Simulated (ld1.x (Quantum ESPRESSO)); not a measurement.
## Configuration tests for oxygen (PAW)

oxygen (O), PAW, made with ld1.x (Quantum ESPRESSO) 7.5 (LDA (PZ), scalar-relativistic). Core [He], reference 2s2 2p4. Waves: 2s (bound): rcut 1.00, rcutus 1.05 bohr; 2s channel at 1.5 Ry: rcut 1.00, rcutus 1.05 bohr; 2p (bound): rcut 0.90, rcutus 0.95 bohr; 2p channel at 0.6 Ry: rcut 0.90, rcutus 0.95 bohr. Local part: all-electron potential smoothed inside 0.95 bohr (lloc = -1). Core correction: Bessel-smoothed model core inside 0.85 bohr. Augmentation charge: PSQ, inside the norm-conserving radii.

Energies are relative to the spin-unpolarised reference configuration 2s2 2p4; without spin polarisation the order of configurations can differ from experiment. Spin-polarised rows fill each open shell by Hund’s rule, majority spin first.

Q: Give the all-electron excitation energy and the error of the potential for: 2s2 2p3; 2s2 2p2; 2s2 2p1; 2s2 2p0; 2s1 2p5; 2s2 2p3.5; 2s0 2p6; 2s2 2p4 (spin-polarised); 2s2 2p3 (spin-polarised).

A:

```tsv
valence configuration	charge	ΔE all-electron (eV)	error AE − PS (meV)
2s2 2p3	+1	16.584	-0.9
2s2 2p2	+2	50.292	-2.4
2s2 2p1	+3	104.255	-5.8
2s2 2p0	+4	181.211	-11
2s1 2p5	0	14.584	-0.5
2s2 2p3.5	+0.5	6.366	-0.4
2s0 2p6	0	29.228	-1.9
2s2 2p4 (spin-polarised)	0	-1.409	-1.5
2s2 2p3 (spin-polarised)	+1	12.572	-5.0
```

Levels in the configuration 2s2 2p3 (spin-polarised):

| level | all-electron (eV) | pseudo (eV) |
| --- | --- | --- |
| 2s up | -41.142 | -41.143 |
| 2p up | -26.366 | -26.364 |
| 2s down | -35.723 | -35.726 |
